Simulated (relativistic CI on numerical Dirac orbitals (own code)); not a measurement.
# What each ingredient does to the levels of Pd36+

Base calculation: Dirac-Coulomb-Breit CI, KLI orbitals optimised for each configuration, a model potential for QED, unscaled Slater integrals.

Configuration list (outside the closed core 1s2): 2s2 2p6, 2s2 2p5 3s, 2s2 2p5 3p, 2s2 2p5 3d, 2s 2p6 3s, 2s 2p6 3p, 2s 2p6 3d, 2s2 2p5 4s, 2s2 2p5 4p, 2s2 2p5 4d, 2s2 2p5 4f, 2s 2p6 4s, 2s 2p6 4p, 2s2 2p4 3s2, 2s 2p6 4d, 2s 2p6 4f. Levels of other configurations are missing.

Variants: (1) P86 correlation estimate; (2) QED terms removed. Shifts of the energy above 2s2 2p6 1S_0, in eV, for the lowest level and the first level of each name with at least 55 % of one term (blank where a level changes its place among those of its configuration and J or its character, or is not in the variant):

| Level | Base | Δ(1) | Δ(2) |
| --- | --- | --- | --- |
| 2s2 2p6 1S_0 | 0.00 | 0.00 | 0.00 |
| 2s2 2p5 3s 3P°_2 | 2931.77 | +1.60 | -0.67 |
| 2s2 2p5 3s 1P°_1 | 2936.30 | +1.60 | -0.67 |
| 2s2 2p5 3p 3D_3 | 3047.74 | +1.75 | +0.13 |
| 2s2 2p5 3p 1P_1 | 3047.84 | +1.75 | +0.13 |
| 2s2 2p5 3p 3P_2 | 3054.46 | +1.75 | +0.13 |
| 2s2 2p5 3s 3P°_0 | 3095.59 | +1.60 | -0.98 |
| 2s2 2p5 3s 3P°_1 | 3097.61 | +1.60 | -0.98 |
| 2s2 2p5 3d 3P°_0 | 3135.17 | +1.38 | +0.23 |
| 2s2 2p5 3d 3P°_1 | 3139.29 | +1.38 | +0.22 |
| 2s2 2p5 3d 3F°_3 | 3143.30 | +1.38 | +0.22 |
| 2s2 2p5 3d 3D°_2 | 3146.07 | +1.38 | +0.22 |
| 2s2 2p5 3d 3F°_4 | 3149.44 | +1.38 | +0.19 |
| 2s2 2p5 3d 1D°_2 | 3152.98 | +1.38 | +0.20 |
| 2s2 2p5 3d 3D°_3 | 3158.44 | +1.38 | +0.19 |
| 2s2 2p5 3p 3D_1 | 3169.87 | +1.75 | -0.10 |
| 2s2 2p5 3d 1P°_1 | 3175.99 | +1.38 | +0.19 |
| 2s2 2p5 3d 3F°_2 | 3306.38 | +1.38 | -0.09 |
| 2s 2p6 3s 3S_1 | 3349.48 | +1.90 | +2.37 |
| 2s 2p6 3s 1S_0 | 3364.43 | +1.91 | +2.40 |
| 2s 2p6 3p 3P°_0 | 3423.98 | +2.03 | +3.26 |
| 2s 2p6 3p 3P°_1 | 3425.51 | +2.03 | +3.25 |

At this charge energies of transitions that change n are usually good to better than 1 %, and those within a shell (Δn = 0) to a few per cent.

Ionisation energy from the two ground configurations alone: base 5277.17 eV; P86 correlation estimate 5279.15 eV. The NIST ASD value (semi-empirical) is 5284 eV.

LS names give the leading component of a level, which can be under half, so a name can repeat, a term be missing and a line seem to break the LS rules.
